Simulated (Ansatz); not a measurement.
`NC(F)([SiH3])BO` and `NC(F)([SiH3])[SiH3]` differ in one atom or group.

Ansatz, PBE0-D4/def2-TZVP geometries, multiplicity 1. Each molecule was computed in one conformer, which needn't be the lowest.

| property | `NC(F)([SiH3])BO` |
| --- | --- |
| LUMO energy (PBE/def2-TZVPP) / eV | -1.68 |
| HOMO–LUMO gap (B3LYP/def2-TZVPP) / eV | 6.51 |
| LUMO energy (B3LYP/def2-TZVPP) / eV | -0.98 |
| size of the dipole moment (B3LYP/def2-TZVPP) / D | 1.97 |
| HOMO energy (B3LYP/def2-TZVPP) / eV | -7.48 |
| HOMO–LUMO gap (PBE0/def2-TZVPP) / eV | 6.96 |

Question: What does the change do to each property? (Best estimate.)

Answer: The calculation gave: 
```
                                        property  `NC(F)([SiH3])[SiH3]`  shift
               LUMO energy (PBE/def2-TZVPP) / eV                  -0.65   1.03
           HOMO–LUMO gap (B3LYP/def2-TZVPP) / eV                   7.80   1.29
             LUMO energy (B3LYP/def2-TZVPP) / eV                  -0.04   0.94
size of the dipole moment (B3LYP/def2-TZVPP) / D                   1.28  -0.69
             HOMO energy (B3LYP/def2-TZVPP) / eV                  -7.84  -0.36
            HOMO–LUMO gap (PBE0/def2-TZVPP) / eV                   8.22   1.26
```

With PBE0 the HOMO falls by 0.34 eV and the LUMO rises by 0.93 eV, so the gap widens by about 1.27 eV. PBE moves the HOMO by -0.39 eV and ωB97M-V by -0.27 eV. Dipoles are sizes alone; their direction can turn.

B3LYP here is the variant with VWN-RPA as its local correlation; programs differ in this.
